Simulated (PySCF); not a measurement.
Te(OMe)(NH2) (CH₅NOTe), SMILES [Te](OC)N.

The structure is a stationary point at B3LYP-D3(BJ)/def2-SVP. This is a generated structure with no PubChem entry under its InChIKey; it may be hypothetical. The def2 effective core potentials stand for the cores of Te; spin–orbit coupling is left out. One conformer was computed; it need not be the lowest.

Two levels are set side by side: TDDFT-PBE/def2-SVPD (PySCF) and TDDFT-CAM-B3LYP/def2-SVPD (PySCF). Vertical, same geometry. The lowest singlet is HOMO→LUMO 97 % with PBE and HOMO→LUMO 97 % with the other functional; states are paired by order. Differences are taken from unrounded values.

| quantity | TDDFT-CAM-B3LYP | TDDFT-PBE | TDDFT-PBE minus TDDFT-CAM-B3LYP |
|---|---|---|---|
| lowest singlet excitation (eV) | 3.35 | 3.22 | -0.13 |
| lowest triplet excitation (TDA) (eV) | 2.63 | 2.54 | -0.09 |
| first bright state (f over 0.05) (eV) | 5.73 | 4.96 | -0.77 |
| its oscillator strength | 0.10 | 0.06 | -0.04 |

Functionals without exact exchange tend to place singlet excitations lower, as here. Differences between two approximate levels are no errors against the true value.

Rough cost on one machine, each run with all the roots and properties that it gave: TDDFT-CAM-B3LYP against TDDFT-PBE about 7 times.
